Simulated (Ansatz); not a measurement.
Consider the isomerisation: `C[CH2][Al@-]1([Cl])[NH2+][Al@-]([Cl])([CH2]C)[NH2+]1` → `C[N+]1(C)[Al@H-]([Cl])[N+](C)(C)[Al@@H-]1[Cl]`.

Gas-phase electronic energies from Ansatz, PBE0-D4/def2-TZVP geometries. CCSD(T)/CBS adds triple-zeta CCSD(T) − MP2 to the extrapolated MP2 energy (def2 sets, frozen cores). Functionals use def2-TZVPP. HSE06 is defined as in plane-wave codes. Each species was taken in one conformer, which may not be the lowest.

`C[CH2][Al@-]1([Cl])[NH2+][Al@-]([Cl])([CH2]C)[NH2+]1`:

```xyz
24

C    -1.506    0.415   -3.245
C    -1.703    0.388   -1.728
Al   -0.419    1.471   -0.732
Cl   -0.257    3.565   -1.080
N    -0.458    1.160    1.186
Al    1.246    0.220    1.129
Cl    2.663    1.360    2.235
C     1.061   -1.702    1.420
C     0.688   -2.088    2.853
N     1.375    0.717   -0.746
H    -1.587    1.431   -3.640
H    -2.243   -0.199   -3.772
H    -0.518    0.042   -3.535
H    -2.717    0.729   -1.484
H    -1.654   -0.648   -1.364
H    -1.245    0.620    1.528
H    -0.427    2.014    1.733
H     0.311   -2.097    0.720
H     2.001   -2.193    1.139
H    -0.267   -1.650    3.158
H     0.596   -3.171    2.982
H     1.438   -1.739    3.568
H     1.524   -0.049   -1.394
H     2.099    1.404   -0.931
```

`C[N+]1(C)[Al@H-]([Cl])[N+](C)(C)[Al@@H-]1[Cl]`:

Cartesian coordinates in Å:
```
C -1.956 0.460 -1.295
N -0.832 -0.442 -0.997
C -0.899 -1.619 -1.875
Al -0.620 -0.882 0.893
Cl -2.262 -0.196 2.051
N 0.893 0.349 0.981
C 0.602 1.633 1.639
C 2.104 -0.243 1.569
Al 0.919 0.420 -0.969
Cl 0.826 2.416 -1.686
H -1.928 1.342 -0.654
H -2.911 -0.047 -1.127
H -1.913 0.798 -2.335
H -0.843 -1.322 -2.927
H -1.837 -2.163 -1.724
H -0.071 -2.298 -1.666
H -0.139 -2.378 1.072
H -0.293 2.091 1.219
H 0.435 1.487 2.710
H 1.433 2.331 1.503
H 2.963 0.423 1.439
H 2.332 -1.196 1.091
H 1.969 -0.419 2.641
H 2.029 -0.543 -1.552
```

| level | ΔE (kJ/mol) |
| --- | --- |
| HSE06-D4 | 210.0 |
| RPA@PBE/def2-TZVPP | 181.2 |

(1) What does CCSD(T)/CBS give? (Best estimate.)

Largest T1 diagnostic among the species: 0.009.

Answers

(1) Computed: +206.1 kJ/mol. The listed levels differ from it by 3.9, -24.9 kJ/mol.

In def2-TZVPP, CCSD(T) changes the Hartree–Fock value by −12.6 kJ/mol (the triples alone add −4.0 kJ/mol) and MP2 by −7.4 kJ/mol. Leaving LDA and LC-ωPBE aside and taking each functional with its dispersion term where it has one, the values, not all of them listed here, spread over 24.0 kJ/mol, from revPBE-D4 to r2SCAN0-D4. LDA lies −31.1 kJ/mol from PBE without D4.
